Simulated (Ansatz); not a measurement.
BrHSi (SMILES [SiH]Br) moved off its minimum; all values from Ansatz (a program for electronic structure), cores frozen in correlated methods.
(charge 0, multiplicity 1)
```xyz
3

Si    -0.83300    -0.69738     1.03632
H     -1.90545    -1.27215     0.05858
Br     0.38859     0.37600    -0.49914
```

**Question.** Give the forces (eV/Å), the total energy and the dipole at CCSD(T)/def2-TZVPPD.

**Answer.** 
```tsv
atom	Fx	Fy	Fz
Si1	-0.512	-0.335	-0.084
H2	0.447	0.260	0.279
Br3	0.065	0.075	-0.195
```
Energy -2862.2392 hartree, dipole 0.89 D.

Doubts at one or more of the structures used: a restricted determinant that unrestricted orbitals would lower (CCSD(T)/def2-TZVPPD).
